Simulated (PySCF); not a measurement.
GaCl4, SMILES [Cl][Ga-]([Cl])([Cl])[Cl], charge -1. Geometry optimised at PBE0-D3(BJ)/def2-SVPD. The isomer is the one that the SMILES or the coordinates give; other isomers of the formula were not compared.

All values below come from PBE0-D3(BJ)/def2-SVPD in PySCF.

Harmonic wavenumbers (cm⁻¹): 99, 99, 140, 140, 140, 329, 372, 372, 372. Rotational constants (GHz): 1.090, 1.090, 1.090; symmetry number 12.

Problem. Work out the zero-point energy and the ideal-gas rigid-rotor harmonic-oscillator thermochemistry at 298.15 K and 1 atm.

Solution. ZPE = ½ Σ hcν = ½ × 2063 cm⁻¹ = 12.34 kJ/mol. H − E(el) = 35.00 kJ/mol. Entropy in J/(mol K): translation 175.52, rotation 104.43, vibration 83.01, total 362.96. G − E(el) = -73.22 kJ/mol. Cp = 99.56 J/(mol K). Modes under 150 cm⁻¹ make the vibrational entropy uncertain.
